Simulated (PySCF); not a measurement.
## `C=C(C)[SiH](C)C`: 4 charge schemes on one density

Compound: C₅H₁₂Si.
SMILES with atom numbers: `[CH2:1]=[C:2]([CH3:3])[SiH:4]([CH3:5])[CH3:6]` (hydrogens: H7, H8 on C1; H9, H10, H11 on C3; H12 on Si4; H13, H14, H15 on C5; H16, H17, H18 on C6)

Structure used (GFN2-xTB), in Å, numbered top down from 1:
```xyz
18
C5H12Si angstrom
C      1.0956   -2.0122    0.7479
C      0.8213   -0.8334    0.2067
C      1.8880   -0.0488   -0.4983
Si    -0.9125   -0.0649    0.2853
C     -1.5699    0.2151   -1.4808
C     -0.8309    1.6088    1.1919
H      0.3446   -2.5912    1.2583
H      2.0820   -2.4517    0.7050
H      2.8406   -0.5754   -0.4862
H      2.0202    0.9212   -0.0208
H      1.6023    0.1301   -1.5340
H     -1.8125   -0.9786    1.0100
H     -2.5768    0.6212   -1.4609
H     -1.6016   -0.7142   -2.0417
H     -0.9483    0.9132   -2.0345
H     -0.1993    2.3195    0.6664
H     -0.4337    1.4949    2.1961
H     -1.8180    2.0529    1.2778
```

Density: PBE0/pcSseg-1 (PySCF); schemes: Mulliken, IAO, Hirshfeld and ESP-fitted. Isolated species at its GFN2-xTB geometry (one conformer only).

Q: Atoms with like bonding are taken together and averaged. For which atoms does the sign change between the 4 schemes (beyond +0.03 e in one, beyond −0.03 e in another)?

A: C2. Atomic charges aren't observables, and each scheme defines them in its own way.

Q: Which atoms carry the highest charge in the Mulliken, IAO, Hirshfeld and ESP-fitted schemes?

A: All schemes agree: Mulliken Si4 (+0.845); IAO Si4 (+0.914); Hirshfeld Si4 (+0.374); ESP-fitted Si4 (+0.755).

Q: At which atom do the 4 schemes differ most?

A: At C2: from -0.599 (Mulliken) to +0.068 e (ESP-fitted), 0.667 e apart.

Q: Tabulate the Mulliken, IAO, Hirshfeld and ESP-fitted charges.

A: In e; atoms taken as equivalent share a row and are averaged (×n: the atom named and its like, n in all):

```json
{"atom": "C1", "environment": "terminal =CH2 carbon", "Mulliken": "-0.097", "IAO": "-0.309", "Hirshfeld": "-0.106", "ESP-fitted": "-0.567"}
{"atom": "C2", "environment": "fully substituted alkene carbon", "Mulliken": "-0.599", "IAO": "-0.243", "Hirshfeld": "-0.080", "ESP-fitted": "+0.068"}
{"atom": "C3", "environment": "allylic carbon", "Mulliken": "-0.194", "IAO": "-0.417", "Hirshfeld": "-0.119", "ESP-fitted": "-0.431"}
{"atom": "Si4", "environment": "SiH silicon", "Mulliken": "+0.845", "IAO": "+0.914", "Hirshfeld": "+0.374", "ESP-fitted": "+0.755"}
{"atom": "C5/C6", "environment": "Si-methyl carbon", "Mulliken": "-0.622", "IAO": "-0.720", "Hirshfeld": "-0.216", "ESP-fitted": "-0.670"}
{"atom": "H7", "environment": "vinylic hydrogen", "Mulliken": "+0.106", "IAO": "+0.143", "Hirshfeld": "+0.039", "ESP-fitted": "+0.176"}
{"atom": "H8", "environment": "vinylic hydrogen", "Mulliken": "+0.101", "IAO": "+0.137", "Hirshfeld": "+0.040", "ESP-fitted": "+0.221"}
{"atom": "H9/H10/H11", "environment": "methyl hydrogen", "Mulliken": "+0.121", "IAO": "+0.144", "Hirshfeld": "+0.043", "ESP-fitted": "+0.127"}
{"atom": "H12", "environment": "Si–H hydrogen", "Mulliken": "-0.097", "IAO": "-0.137", "Hirshfeld": "-0.086", "ESP-fitted": "-0.184"}
{"atom": "H13 (×6)", "environment": "methyl hydrogen", "Mulliken": "+0.136", "IAO": "+0.153", "Hirshfeld": "+0.040", "ESP-fitted": "+0.153"}
```

Mean size of the charges over all atoms: IAO 0.283 e, ESP-fitted 0.280 e, Mulliken 0.248 e, Hirshfeld 0.091 e. Each set sums to the total charge, 0, to within 0.001 e. The Mulliken scheme counts on each atom the diagonal of the density matrix times the overlap matrix over that atom's basis functions. The ESP scheme fits charges at the nuclei, held to the total charge, to the electrostatic potential on points at 1.4 to 2.0 times the van der Waals radii.

Q: Sum the charges by element, for elements with more than one atom.

A: 
```tsv
element	atoms	Mulliken	IAO	Hirshfeld	ESP-fitted
C	5	-2.134	-2.410	-0.737	-2.270
H	12	+1.288	+1.496	+0.363	+1.515
```

Q: How closely do the schemes follow one another over all atoms?

A: Correlation coefficient and root-mean-square difference: IAO with Hirshfeld 0.98, 0.246 e; IAO with ESP-fitted 0.96, 0.107 e; Mulliken with IAO 0.95, 0.119 e; Mulliken with Hirshfeld 0.94, 0.225 e; Hirshfeld with ESP-fitted 0.94, 0.241 e; Mulliken with ESP-fitted 0.83, 0.206 e.

Q: How many electrons does the ESP-fitted scheme count on Si4?

A: Z − q = 14 − (+0.755) = 13.245.

These values come from a run that also computed NMR shieldings. The run took 41 s of wall time on one thread of an Arm Neoverse N1 (shared host), and the process peaked at 0.77 GiB of memory.
